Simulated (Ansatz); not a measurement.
CH6InN can be A, `N[CH2][InH2]`, or B, `C[NH][InH2]`.

Program: Ansatz. Geometries: PBE0-D4/def2-TZVP. ΔE: electronic, gas phase. CCSD(T)/CBS is the MP2 limit (def2-TZVPP, def2-QZVPP) plus CCSD(T) − MP2 in def2-TZVPP, frozen cores. Functionals use def2-TZVPP. B3LYP here is the variant with VWN-RPA as its local correlation; programs differ in this. Elements past krypton have def2 core potentials. For In outer-core shells are correlated without core-valence functions, which leaves a few kJ/mol of doubt a bond. Each species was taken in one conformer, which may not be the lowest.

Q: Which isomer does CCSD(T)/CBS put lower? Give the gap. (An estimate is asked.)

A: The calculation gave: B, by 14.1 kcal/mol.

Q: Give E(B) − E(A) in kcal/mol with CCSD/def2-TZVPP, PBE-D4, CCSD(T)/def2-SVP, BLYP-D4, B3LYP-D4, B2PLYP, PBE0-D4. (An estimate is asked.)

A: Ansatz gave: CCSD/def2-TZVPP -13.3, PBE-D4 -13.2, CCSD(T)/def2-SVP -15.6, BLYP-D4 -14.4, B3LYP-D4 -13.7, B2PLYP -14.2, PBE0-D4 -12.5. None reverses the order clearly.

Q: Does the order hold for the free energy at 298.15 K (harmonic terms from PBE0-D4)? (Best estimate.)

A: The calculation gave: Yes: G(B) − G(A) = -13.5 kcal/mol, for one conformer each.

Largest T1 diagnostic: 0.016.

From r2SCAN to r2SCAN0 (25 % exact exchange), in def2-TZVPP and without D4, E(B) − E(A) moves by +0.9 kcal/mol. At CCSD(T), def2-SVP lies −1.5 kcal/mol from the extrapolated value and def2-TZVPP +0.4 kcal/mol.
